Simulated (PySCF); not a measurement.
Radial density of C²⁺ (carbon, charge +2)

UHF, [He] 2s2, closed-shell 1S. Calculation: PySCF 2.14, in x2c-TZVPall (5s3p2d1f, 31 functions); scalar relativity by spin-free X2C-1e.

| r (bohr) | 4πr²ρ (e/bohr) |
| --- | --- |
| 0.00388 | 0.02425 |
| 0.00653 | 0.06631 |
| 0.0110 | 0.1758 |
| 0.0185 | 0.4523 |
| 0.0311 | 1.095 |
| 0.0523 | 2.401 |
| 0.0879 | 4.440 |
| 0.148 | 6.194 |
| 0.249 | 5.405 |
| 0.419 | 2.251 |
| 0.704 | 1.117 |
| 1.18 | 1.594 |
| 1.99 | 0.5852 |
| 3.35 | 0.02563 |
| 5.63 | 1.936e-05 |

Densities and radii are taken from the X2C orbitals without a picture-change correction, which distorts them close to the nucleus.
